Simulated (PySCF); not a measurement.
**Basis-set dependence of excited states**

H₈OSSi₃.
SMILES with atom numbers: `[SiH3:1][O:2][SiH2:3][SiH2:4][SH:5]` (hydrogens: H6, H7, H8 on Si1; H9, H10 on Si3; H11, H12 on Si4; H13 on S5)

Cartesian coordinates in Å at the PBE0-D3(BJ)/def2-SVP level; atoms count from 1:
```xyz
13
H8OSSi3 angstrom
Si     2.8792    0.0233    0.0089
O      1.2345   -0.1281   -0.1440
Si    -0.2388    0.5715    0.1792
Si    -1.9710   -0.9786   -0.0753
S     -3.7979    0.1357    0.2218
H      3.5019   -1.2938   -0.3008
H      3.3934    1.0550   -0.9413
H      3.2331    0.4292    1.4034
H     -0.2662    1.1167    1.5727
H     -0.4907    1.7084   -0.7643
H     -1.9341   -1.6671   -1.4030
H     -1.9833   -2.0096    1.0037
H     -3.5546    1.0202   -0.7714
```

TDDFT with PBE0 (PySCF), vertical singlets, core orbitals frozen in the response, spherical d and f functions. One conformer (not necessarily the lowest) at the PBE0-D3(BJ)/def2-SVP geometry, without solvent, vibrations or thermal averaging.

| basis | functions | diffuse | S1 (eV) | S2 (eV) | S3 (eV) | S4 (eV) | S5 (eV) | LUMO (eV) | α (au) |
| --- | --- | --- | --- | --- | --- | --- | --- | --- | --- |
| 6-31G* | 102 | no | 5.27 | 6.32 | 6.40 | 6.68 | 6.68 | -0.69 | 88.1 |
| 6-31+G* | 122 | yes | 5.13 | 5.84 | 6.22 | 6.37 | 6.57 | -0.99 | 98.8 |
| def2-SVP | 126 | no | 5.37 | 6.33 | 6.52 | 6.54 | 6.84 | -0.56 | 93.0 |
| def2-SVPD | 186 | yes | 5.19 | 5.90 | 6.26 | 6.32 | 6.61 | -0.90 | 110.1 |
| aug-cc-pVDZ | 203 | yes | 5.13 | 5.73 | 6.18 | 6.27 | 6.43 | -0.97 | 112.0 |
| def2-TZVP | 227 | no | 5.19 | 5.97 | 6.26 | 6.30 | 6.61 | -0.87 | 103.5 |
| def2-TZVPD | 287 | yes | 5.11 | 5.76 | 6.15 | 6.20 | 6.48 | -1.00 | 111.2 |

Compare the sets with the largest diffuse one.

States are compared by their number. Against the largest diffuse basis here (def2-TZVPD, itself not a converged limit), sets without diffuse functions differ by up to 0.25 eV in S1 and 0.35 eV in S5; the smaller diffuse sets differ by up to 0.08 and 0.13 eV. State by state, the largest deviation of a set without diffuse functions is S1 0.25, S2 0.57, S3 0.37, S4 0.48, S5 0.35 eV. The same number needn't mean the same state in each row. Against def2-TZVPD the polarisability deviates by -21% in 6-31G*, -11% in 6-31+G*, -16% in def2-SVP, -1% in def2-SVPD, +1% in aug-cc-pVDZ, -7% in def2-TZVP. A single + in a Pople set puts diffuse functions on heavy atoms only.
